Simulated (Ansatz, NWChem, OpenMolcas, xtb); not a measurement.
Worked example: GeH3(CH3) → GeH2 + CH4

Species: GeH3(CH3) (methyl germane), singlet; GeH2 `[GeH2]`, singlet; CH4 (methane) `C`, singlet. 

Shapes, held fixed at every level: PBE0-D4/def2-TZVP. Programs: Ansatz 0.2.0, NWChem 7.3.0, OpenMolcas 26.06, xtb 6.7.1. A level may come from different programs for different species; with the same settings they agree closely. Electronic energies: no zero-point or thermal term.

At PBE0/def2-SVP; 1 Eh = 2625.50 kJ/mol:

| species | energy (Eh) |
| --- | --- |
| GeH3(CH3) | -2118.101096 |
| GeH2 | -2077.613406 |
| CH4 | -40.428374 |

**Question.** Work out ΔE of the reaction at this level.

**Answer.** 
1. Products less reactants: (-2077.613406) + (-40.428374) − [(-2118.101096)] = 0.059316 Eh = +155.7 kJ/mol.

Other levels give +112.2 (B3LYP/6-31G* (Cartesian functions)) to +344.2 kJ/mol (B2PLYP/STO-3G). No measured value is set beside it here. Relativity is left out for Ge unless named. Correlated rows may include outer-core shells of Ge, which these sets cover unevenly.
